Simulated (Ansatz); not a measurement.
CH₄ClFSi₂ (`F[Si]1(Cl)C[SiH2]1`), relaxed with RKS PBE-D4/def2-SVP in Ansatz 0.2.0 from a rough embedded geometry. The force threshold is 0.03 eV/Å; the program also tests the step.

Charge 0, multiplicity 1.

Start:

```xyz
9

F    -0.545    2.260    0.571
Si    0.057    0.887    0.864
Cl    1.690    0.898    2.027
C     0.467   -0.002   -0.753
Si   -0.867   -0.986    0.035
H     1.426   -0.376   -0.828
H     0.152    0.587   -1.615
H    -2.102   -0.961   -0.749
H    -0.277   -2.307    0.448
```

(1) By how much does the energy fall, and how many steps does the optimiser take? (An estimate is asked.)

(2) Which bonds change most? (Best estimate.)

(3) Give the relaxed structure. (An estimate is asked.)

Results:

(1) The calculation gave: 69.49 kJ/mol, in 5 steps.

(2) Ansatz gave: C4–Si5 from 1.835 to 1.970 Å; F1–Si2 from 1.527 to 1.637 Å; C4–H6 from 1.032 to 1.107 Å; Si2–Cl3 from 2.005 to 2.067 Å.

(3) Ansatz gave: 
```xyz
9

F    -0.583    2.352    0.707
Si    0.131    0.880    0.783
Cl    1.613    0.932    2.223
C     0.537    0.069   -0.853
Si   -0.841   -1.017    0.041
H     1.531   -0.392   -1.011
H     0.190    0.586   -1.770
H    -2.177   -1.041   -0.640
H    -0.401   -2.369    0.520
```
